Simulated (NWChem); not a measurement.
System: CdH2S2; SMILES [SH][Cd][SH]

```xyz
5

Cd     0.0000     0.0000     0.1199
S      2.3233    -0.3232     0.1113
H      2.5389     0.6167     1.0596
S     -2.3233     0.3232     0.1113
H     -2.5389    -0.6167     1.0596
```
Atoms are numbered in this order, from 1.

Level: PBE0/def2-SVP with def2 effective core potentials on Cd (NWChem), optimised geometry, unscaled harmonic frequencies. def2 effective core potentials on Cd; no spin-orbit coupling.

### Question
List the harmonic frequencies with IR intensities, and the thermochemistry.

### Answer
```tsv
frequency (cm⁻¹)	IR intensity (km/mol)
86	6.5
87	8.4
163	17.8
313	0.0
398	41.5
637	0.2
643	8.4
2706	1.7
2706	0.5
```

zero-point energy: 11.1 kcal/mol
thermal correction to the enthalpy at 298.15 K (with zero-point energy): 15.4 kcal/mol
heat capacity Cv: 16.8 cal/(mol K)
entropy at 298.15 K and 1 atm (symmetry number 2): 77.7 cal/(mol K)

Rigid rotor and harmonic oscillator; modes under 100 cm⁻¹ make the entropy uncertain.
